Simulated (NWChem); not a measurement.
# GeH₂Cl₂; SMILES [Cl][GeH2][Cl]

Computed with NWChem. Pople sets run with spherical d functions. All runs use the structure optimised with PBE-D3(BJ)/def2-SVP. Total energies compare along this basis series because the functional is fixed.

```csv
level,basis functions,energy (Ha),highest occupied level (eV),orbital gap (eV),dipole (D)
TPSS/STO-3G,38,-2964.7275,?,?,?
TPSS/3-21G,52,-2984.1604,-7.98,6.11,2.85
TPSS/6-31G*,72,-2998.3718,-7.76,5.98,2.19
TPSS/6-311G**,108,-2998.6828,-7.90,5.94,2.22
```

Question: Some entries are withheld; supply them.

Answer: 
- TPSS/STO-3G, highest occupied level (eV): -4.31
- TPSS/STO-3G, orbital gap (eV): 5.67
- TPSS/STO-3G, dipole (D): 2.74
